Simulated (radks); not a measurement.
All-electron atom: C I in [He] 2s2 2p2 (the NIST ground configuration). All-electron calculation, scalar-relativistic Kohn-Sham, Slater X-alpha with alpha = 0.809, spin-polarised, spherical densities, point nucleus; open shells are filled with parallel spins first. Program: a radial shooting solver on a logarithmic mesh with Libxc functionals. Some entries of the table are withheld. Estimate them.

orbital  occ.  eigenvalue (eV)  r(max) (bohr)  <r^2> (bohr^2)
1s up       1              (1)         0.1739         0.09923
1s down     1              (2)         0.1736         0.09798
2s up       1         -15.5083          1.191           2.816
2s down     1         -11.0963          1.225           3.204
2p up       2          -7.0039          1.145           3.552
2p down     0          -2.9083          1.239           5.295

Answer. 
(1) 1s up eigenvalue (eV): -277.2932
(2) 1s down eigenvalue (eV): -275.8684
